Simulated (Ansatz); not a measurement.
`[F][Al]([SH])[Cl]` + CH₃OH → `C[O][Al]([F])[Cl]` + H₂S at 700 K and 1 bar (ligand exchange at the Al–S bond).

Isolated molecules relaxed with PBE0-D4/def2-TZVP in Ansatz; ΔE leaves out vibrations. CCSD(T)/CBS is the MP2 limit (def2-TZVPP, def2-QZVPP) plus CCSD(T) − MP2 in def2-TZVPP, frozen cores. This one scheme is used for every species. Each species was taken in one conformer, which may not be the lowest.

| species | CCSD(T)/CBS energy (Eh) | H − E (kJ/mol) | S (J/(mol·K)) |
| --- | --- | --- | --- |
| `[F][Al]([SH])[Cl]` | -1200.16071 | 90.0 | 402.4 |
| CH₃OH | -115.61712 | 170.8 | 288.5 |
| `C[O][Al]([F])[Cl]` | -916.81237 | 189.6 | 453.4 |
| H₂S | -398.97279 | 64.8 | 236.9 |

H − E and S are ideal-gas, rigid-rotor, harmonic terms from PBE0-D4/def2-TZVP, for one conformer and one mirror image of each species. 1 Eh = 2625.50 kJ/mol, R = 8.31446 J/(mol·K).

By hand: ΔE, ΔH, ΔS and ΔG.

ΔE = (-916.81237) + (-398.97279) − (-1200.16071) − (-115.61712) = -0.00733 Eh = -19.2 kJ/mol. Δ(H − E) = 189.6 + 64.8 − 90.0 − 170.8 = -6.4, so ΔH = -25.6 kJ/mol. ΔS = 453.4 + 236.9 − 402.4 − 288.5 = -0.6 J/(mol·K). ΔG = -25.6 − 700 × (-0.6)/1000 = -25.2 kJ/mol.

By hand: the equilibrium constant, and the temperature at which ΔG would vanish if ΔH and ΔS stayed fixed.

log₁₀ K = −ΔG/(RT ln 10) = 1.9. ΔG = 0 at ΔH/ΔS = 42667 K, far beyond where these terms or the molecules hold.

The number of gas molecules stays the same, so ΔS is small and ΔH decides. A doubt of 5 kJ/mol in ΔE shifts log₁₀ K by 0.4 here. Other conformers and mirror images would add mixing entropy, several J/(mol·K) or more a flexible species. These are equilibria of isolated gas molecules and say nothing of rates. Largest T1 diagnostic: 0.011 (customary marks: 0.02 for closed shells, 0.045 for open ones).
